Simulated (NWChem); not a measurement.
# CH3ClO2Si; SMILES C([Si@@H](O)Cl)=O

```xyz
8

O     -0.6893     2.4449    -0.2430
C     -0.1395     1.6018     0.4392
Si     0.4213    -0.0608    -0.3399
O      1.9175    -0.3656     0.2899
Cl    -0.9521    -1.5236     0.2171
H      0.0348     1.7835     1.5265
H      0.3962     0.0094    -1.8168
H      2.3930    -1.1610     0.0098
```
Atoms are numbered in this order, from 1.

Level: B3LYP/6-31G* (spherical d) (NWChem), optimised geometry, unscaled harmonic frequencies. 

```csv
frequency (cm⁻¹),IR intensity (km/mol)
32,6.1
151,3.5
194,21.5
202,36.2
279,100.1
355,2.8
529,112.6
708,47.1
770,92.8
817,143.6
838,115.1
898,136.9
949,109.6
1403,18.0
1772,86.0
2300,123.9
2869,118.5
3795,91.1
```

The zero-point energy is 27.0 kcal/mol, the thermal correction to the enthalpy at 298.15 K (with zero-point energy) comes out as 31.9 kcal/mol and the heat capacity Cv is 21.8 cal/(mol K). The entropy at 298.15 K and 1 atm (symmetry number 1) comes out as 84.6 cal/(mol K) and the dipole moment is 2.79 D.

Rigid rotor and harmonic oscillator; modes under 100 cm⁻¹ make the entropy uncertain.
